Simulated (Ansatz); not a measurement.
Basis sets compared for the cluster PdBr2. Total charge 0; singlet. Geometry r2SCAN-D4/def2-TZVP. Ansatz on 2 threads of Intel Xeon Platinum 8488C on a shared host; times are rough, and most runs start from earlier orbitals.

Cartesian coordinates in Å:
```
Pd -0.482 -0.837 0.301
Br 0.943 0.579 1.421
Br -0.461 0.259 -1.722
```

In the def2 sets Pd takes a core potential; there is no spin–orbit coupling. This restricted singlet of an open-shell metal (gap down to 0.60 eV) wasn't tested against broken symmetry. At PBE-D4/def2-TZVP a triplet of charge 0 lies 0.13 eV below the restricted singlet, each at its own geometry. The structure comes from a short search, and lower isomers may exist.

Binding counts from free atoms (Pd singlet, Br doublet) in the same basis, without a counterpoise term.

| level | functions | energy (Eh) | HOMO (eV) | LUMO (eV) | binding per atom (eV) | wall time |
| --- | --- | --- | --- | --- | --- | --- |
| PBE-D4/def2-SVP | 95 | -5274.8614 | -6.19 | -5.59 | 1.81 | 1 s |
| PBE-D4/def2-TZVP (with forces) | 136 | -5275.5217 | -6.26 | -5.64 | – | 1.9 s |
| r2SCAN-D4/def2-TZVP | 136 | -5276.2817 | -6.54 | -5.68 | – | 2.9 s |
| PBE0-D4/def2-SVP | 95 | -5274.9980 | -7.62 | -4.85 | 1.58 | 2 s |
| PBE0-D4/def2-TZVP | 136 | -5275.6570 | -7.67 | -4.87 | 1.60 | 2.6 s |

Question: Estimate the rows for PBE-D4/def2-TZVPD, r2SCAN-D4/def2-TZVPD, PBE0-D4/def2-TZVPD.

Answer: 
```tsv
level	functions	energy (Eh)	HOMO (eV)	LUMO (eV)	binding per atom (eV)	wall time
PBE-D4/def2-TZVPD	154	-5275.5228	-6.30	-5.67	1.81	2 s
r2SCAN-D4/def2-TZVPD	154	-5276.2825	-6.56	-5.70	1.83	3.6 s
PBE0-D4/def2-TZVPD	154	-5275.6580	-7.69	-4.89	1.60	3.3 s
```
